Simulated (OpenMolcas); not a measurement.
# P I: thermal populations, Slater's ratio, worked from levels

```
Program             : OpenMolcas 26.06
Basis               : ANO-R1 [4s3p1d]
Scalar Hamiltonian  : X2C, finite nucleus
Active space        : 5 electrons in 4 orbitals (3s 3p)
State averaging     : 2S+1 = 4 odd, 1 root; 2S+1 = 2 odd, 8 roots; 2S+1 = 4 even, 3 roots
Spin-orbit coupling : RASSI with atomic mean-field integrals over the reference wave functions, term energies averaged over their components
```

Methods: CASSCF; SS-CASPT2, IPEA 0.25 Eh, imaginary shift 0.1 Eh (closed shells correlated: 2s 2p). Measured levels: NIST Handbook of Basic Atomic Spectroscopic Data.

**Thermal populations.** Z = Σ (2J + 1) exp(-E/kT) with k = 0.695035 cm-1/K, over the levels below. No other level of either list lies under 55900 cm-1, which is above 7 kT at each temperature.

```tsv
Level	2J + 1	SS-CASPT2	measured
3s² 3p³ ⁴S°_3/2	4	0.0	0.0
3s² 3p³ ²D°_3/2	4	14100	11361
3s² 3p³ ²D°_5/2	6	14100	11377
3s² 3p³ ²P°_1/2	2	21310	18723
3s² 3p³ ²P°_3/2	4	21310	18748
```

| T (K) | Z, SS-CASPT2 | Z, measured levels | Ground level (%), SS-CASPT2 | Ground level (%), measured levels |
| --- | --- | --- | --- | --- |
| 5000 | 4.186 | 4.407 | 95.6 | 90.8 |
| 8000 | 4.922 | 5.500 | 81.3 | 72.7 |

At 8000 K, kT = 5560 cm-1, and the computed levels give Z = 4.000 + 0.317 + 0.475 + 0.043 + 0.087 = 4.922.

**Slater's ratio.** With one set of orbitals, p3 has ²D° - ⁴S° = 9 F2 and ²P° - ²D° = 6 F2 (F2 = F²/25), a ratio of 2/3. Term energies are centres of gravity, weighted by 2J + 1.

```
   Source  ²D° - ⁴S°  ²P° - ⁴S°  F2 from the first  Ratio
   CASSCF      15749      21323               1750  0.354
SS-CASPT2      14101      21307               1567  0.511
 measured      11370      18740               1263  0.648
```

Energies in cm-1. A ratio away from 2/3 shows effects beyond one configuration with one set of orbitals, and in heavier atoms second-order spin-orbit shifts. In CASSCF the valence s occupation is 1.94 in ²P° against 2.00 in ²D°: mixing out of s² acts most on ²P° and pulls it down.

CASPT2 does not keep the components of a term degenerate, so their means are used; among the terms shown or strongly mixed into the levels shown the widest spread is 190 cm-1 (3s² 3p³ ²D°, SS-CASPT2). Without dynamic correlation excited terms often stand tens of per cent too high (terms of higher spin than the ground term too low), and those without a measured partner can miss by more than the paired ones (holds for CASSCF). Some terms miss by over 15 % even with CASPT2, which points to a basis or an active space too small for the shells correlated (holds for SS-CASPT2). Measured partners are found by configuration, term and J. A level has none where our copy of the source lacks it or the pairing is in doubt (some pairs that miss far off the trend of their configuration count as doubtful), and it then counts in no deviation. Levels of configurations outside the active space are missing.

° marks odd parity.
